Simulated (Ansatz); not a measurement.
Species: CH$_{4}$OSi$_{2}$, SMILES `O=[SiH]C=[SiH2]` (O–Si–C–Si torsion 0°) (charge 0, multiplicity 1).

Problem. Give a relaxed geometry from B3LYP-D3(BJ)/def2-TZVP (Ansatz, an electronic-structure program).

Solution. One answer among several that fit: the end point of this relaxation, one of several conformers (outside a Z-matrix the atoms follow the SMILES, hydrogens last).
Z-matrix (Å, degrees):
```
C
H 1 1.0854
Si 1 1.7131 2 119.73
H 3 1.4683 1 122.71 2 -180.00
H 3 1.4753 4 114.69 1 180.00
Si 1 1.8042 2 119.42 3 179.97
O 6 1.5259 1 124.92 2 179.99
H 6 1.4827 7 122.73 1 -179.99
```
